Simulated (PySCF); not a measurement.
A structure optimised at PBE-D3(BJ)/def2-TZVPD, used in a PySCF frequency run:

```
As
H 1 1.5358
H 1 1.5358 2 91.21
H 1 1.5358 2 91.21 3 -91.24
```
Charge 0, spin multiplicity 1.

**Question.** Write its SMILES, formula and point group.

**Answer.** [AsH3], AsH3, C3v

**Question.** What are its rotational constants (standard atomic weights)?

**Answer.** 109.48, 109.48, 104.09 GHz
